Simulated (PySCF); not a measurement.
CF3, SMILES F[C+](F)F, charge +1.

Geometry: B3LYP-D3(BJ)/def2-TZVP.

Two levels are set side by side: PBE/def2-TZVPD (PySCF) and HF/def2-TZVPD (PySCF). Same geometry, gas phase. Differences are taken from unrounded values.

```tsv
quantity	HF
orbital gap (eV)	22.45
highest occupied level (eV)	-28.00
lowest empty level (eV)	-5.55
mean polarisability (bohr³)	12.0
```

What does PBE give, and how far is it from HF? (Estimate from the structure and the level; the computed values follow.)


```
quantity                        PBE  PBE minus HF
---------------------------  ------  ------------
orbital gap (eV)               7.78        -14.67
highest occupied level (eV)  -19.45          8.54
lowest empty level (eV)      -11.67         -6.13
mean polarisability (bohr³)    14.2           2.2
```

Without exact exchange PBE keeps part of each electron's self-repulsion, which lifts occupied levels and narrows the gap. PBE's more diffuse valence density responds more strongly to a field. Differences between two approximate levels are no errors against the true value.

Rough cost on one machine, each run with all the roots and properties that it gave: HF against PBE about 1/3.
